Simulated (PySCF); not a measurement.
Input file for PySCF: R-M06-2X/def2-TZVPPD on CH3Br (SMILES CBr).

```python
from pyscf import gto, dft

mol = gto.M(
    atom='''
    C     0.66592505   -0.01107050    4.06066204
    Br    2.39510863   -0.15416610    3.13730205
    H     0.73912860    0.82364750    4.74841008
    H     0.50662598   -0.94548459    4.58654285
    H    -0.08373926    0.15560539    3.29498854
    ''',
    basis='def2-tzvppd',
    charge=0, spin=0, verbose=4, max_memory=1800)
mf = dft.RKS(mol, xc='m062x').density_fit(auxbasis='def2-universal-jkfit')
mf.grids.level = 4
mf.conv_tol = 1e-9
mf.max_cycle = 150
mf.kernel()
mf.dip_moment()
```

The log:

```
PySCF version 2.14.0

[INPUT] verbose = 4
[INPUT] num. atoms = 5
[INPUT] num. electrons = 44
[INPUT] charge = 0
[INPUT] spin (= nelec alpha-beta = 2S) = 0
[INPUT] symmetry False subgroup None
[INPUT] Mole.unit = angstrom
[INPUT] Symbol           X                Y                Z      unit          X                Y                Z       unit  Magmom
[INPUT]  1 C      0.665925050000  -0.011070500000   4.060662040000 AA    1.258415963987  -0.020920213062   7.673539140018 Bohr   0.0
[INPUT]  2 Br     2.395108630000  -0.154166100000   3.137302050000 AA    4.526099349282  -0.291331706692   5.928641644537 Bohr   0.0
[INPUT]  3 H      0.739128600000   0.823647500000   4.748410080000 AA    1.396750624833   1.556468198183   8.973194578324 Bohr   0.0
[INPUT]  4 H      0.506625980000  -0.945484590000   4.586542850000 AA    0.957384349789  -1.786706930097   8.667309845082 Bohr   0.0
[INPUT]  5 H     -0.083739260000   0.155605390000   3.294988540000 AA   -0.158244267274   0.294051570606   6.226625924180 Bohr   0.0

nuclear repulsion = 88.3740597059362
number of shells = 53
number of NR pGTOs = 221
number of NR cGTOs = 145
basis = def2-tzvppd
ecp = {}


******** <class 'pyscf.df.df_jk.DFRKS'> ********
method = DFRKS
initial guess = minao
damping factor = 0
level_shift factor = 0
DIIS = <class 'pyscf.scf.diis.CDIIS'>
diis_start_cycle = 1
diis_space = 8
diis_damp = 0
SCF conv_tol = 1e-09
SCF conv_tol_grad = None
SCF max_cycles = 150
direct_scf = False
XC library pyscf.dft.libxc version 7.1.2
    S. Lehtola, C. Steigemann, M. J. T. Oliveira, and M. A. L. Marques,  SoftwareX 7, 1–5 (2018)
XC functionals = m062x
    Y. Zhao and D. G. Truhlar,  Theor. Chem. Acc. 120, 215 (2008)
    Y. Zhao and D. G. Truhlar,  Theor. Chem. Acc. 120, 215 (2008)
radial grids:
    Treutler-Ahlrichs [JCP 102, 346 (1995); DOI:10.1063/1.469408] (M4) radial grids

becke partition: Becke, JCP 88, 2547 (1988); DOI:10.1063/1.454033
pruning grids: <function nwchem_prune>
grids dens level: 4
symmetrized grids: False
atomic radii adjust function: <function treutler_atomic_radii_adjust>
small_rho_cutoff = 0
Set gradient conv threshold to 3.16228e-05
Initial guess from minao.
tot grids = 105920
******** <class 'pyscf.df.df.DF'> ********
auxbasis = def2-universal-jkfit
init E= -2613.00108338127
  HOMO = -0.334460474875387  LUMO = -0.0440120017547656  gap/eV = 7.90351
cycle= 1 E= -2614.08483607252  delta_E= -1.08  |g|= 0.217  |ddm|= 1.64
  HOMO = -0.324400904798833  LUMO = -0.00309313583006698  gap/eV = 8.74323
cycle= 2 E= -2614.09099589258  delta_E= -0.00616  |g|= 0.136  |ddm|= 0.509
  HOMO = -0.336454528624223  LUMO = 0.00468078771032674  gap/eV = 9.28276
cycle= 3 E= -2614.09488738183  delta_E= -0.00389  |g|= 0.0485  |ddm|= 0.169
  HOMO = -0.337905356526122  LUMO = 0.00267600858044619  gap/eV = 9.26769
cycle= 4 E= -2614.09543572016  delta_E= -0.000548  |g|= 0.0103  |ddm|= 0.0354
  HOMO = -0.338549908875711  LUMO = 0.00324662686056912  gap/eV = 9.30076
cycle= 5 E= -2614.09545477678  delta_E= -1.91e-05  |g|= 0.00141  |ddm|= 0.0115
  HOMO = -0.338083086728253  LUMO = 0.00335968848341074  gap/eV = 9.29113
cycle= 6 E= -2614.09545526175  delta_E= -4.85e-07  |g|= 0.000595  |ddm|= 0.00276
  HOMO = -0.338233011729741  LUMO = 0.00333162420435153  gap/eV = 9.29445
cycle= 7 E= -2614.09545533925  delta_E= -7.75e-08  |g|= 7.29e-05  |ddm|= 0.000657
  HOMO = -0.338233036344356  LUMO = 0.00333639021590106  gap/eV = 9.29458
cycle= 8 E= -2614.09545534151  delta_E= -2.26e-09  |g|= 2e-05  |ddm|= 0.000149
  HOMO = -0.338233309608833  LUMO = 0.00333692343208681  gap/eV = 9.29460
cycle= 9 E= -2614.09545534165  delta_E= -1.36e-10  |g|= 3.22e-06  |ddm|= 2.86e-05
  HOMO = -0.338233922851435  LUMO = 0.00333700210138635  gap/eV = 9.29462
Extra cycle  E= -2614.09545534166  delta_E= -1.18e-11  |g|= 1.64e-06  |ddm|= 9.78e-06
converged SCF energy = -2614.09545534166
Dipole moment(X, Y, Z, Debye): -1.74995,  0.14392,  0.93514
```

The run converged.

Cost: about 30 core-seconds (a rough figure).
